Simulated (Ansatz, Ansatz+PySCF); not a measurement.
A single Mn atom.

Basis set: def2-SVP. Charge 0. Computed with Ansatz (development build ahead of 0.2.0); the lowest solution found for each multiplicity.

Question: How do the multiplicities compare at this shape? Give, from the lowest of each method, PBE0 (unrestricted) for 4, 6; PBE0 (restricted) for 4, 6; HF (unrestricted) for 4, 6; HF (restricted) for 4, 6.

Answer:

```
            method  multiplicity  E (eV)  <S²>
PBE0, unrestricted             4   2.288  4.76
PBE0, unrestricted             6   0.000  8.76
  PBE0, restricted             4   3.394  3.75
  PBE0, restricted             6   0.000  8.75
  HF, unrestricted             4   3.195  4.76
  HF, unrestricted             6   0.000  8.77
    HF, restricted             4   4.312  3.75
    HF, restricted             6   0.000  8.75
```

Caution for PBE0, unrestricted, HF, unrestricted: the unrestricted determinant is a mixture of spin states. Caution for PBE0, restricted, HF, restricted: an unrestricted determinant lies well below.
